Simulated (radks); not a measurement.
The numbers below are computed, except where a source is named.
The mean radii <r> (bohr) of the occupied orbitals of an atom or ion are listed with their occupations. Level of theory: Dirac Kohn-Sham, LB94 model potential, spin-unpolarised, spherical densities, finite nucleus; Fermi nuclear charge, rms radius of each element as measured or else 0.836 A^(1/3) + 0.57 fm (a radial shooting solver on a logarithmic mesh with Libxc functionals).

| orbital | occ. | <r> |
|---|---|---|
| 1s1/2 | 2 | 0.02952 |

Name the element and its charge. Open shells, if any, fill j = l - 1/2 first.

Answer. Z = 49, indium, charge +47: In47+ in [He]. The 1s radius gives Z: for a bare nucleus <r> = (2 gamma + 1)/(2Z) with gamma = sqrt(1 - (Z/c)^2), 0.02926 bohr for Z = 49, and screening makes it slightly larger (0.02952 here). The occupations add up to 2, and the charge is Z minus that.
